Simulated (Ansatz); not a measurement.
An input meant for Cu(PH3)Me (CH₆CuP) (charge 0, singlet).

```yaml
crystal:
  periodic: [false, false, false]
  atoms:
    - {symbol: Cu, position_ang: [0.004056, 0.007953, -0.217663]}
    - {symbol: P, position_ang: [-0.000991, -0.009895, 1.952287]}
    - {symbol: H, position_ang: [1.216764, -0.101595, 2.664393]}
    - {symbol: H, position_ang: [-0.686482, -1.034374, 2.644215]}
    - {symbol: H, position_ang: [-0.543183, 1.080178, 2.670758]}
    - {symbol: C, position_ang: [0.002821, 0.013807, -2.130269]}
    - {symbol: H, position_ang: [-1.018487, 0.014816, -2.526718]}
    - {symbol: H, position_ang: [0.512570, -0.869526, -2.530416]}
    - {symbol: H, position_ang: [0.512933, 0.898626, -2.526577]}
basis:
  gaussian: {orbitals: def2-SVP, fitting: {mean_field: def2-universal-jkfit}}
magnetization: {spin_polarized: true, initial_magnetization: 1}
hamiltonian: {xc: {name: B3LYP5}}
scf: {omitted_lower_state_checks: [starts]}
```

```sh
$ ansatz run in.yaml --threads 2 --pin off --events-out ev --progress --plain --max-ram 4352MiB
```

**Question.** Predict how Ansatz answers.

**Answer.** The program refused the input. The number of unpaired electrons doesn't fit the electron count.
```
Error: a molecule whose nuclei and cores have a total charge of 56 cannot have a net charge of 0 together with 1 unpaired electrons
```
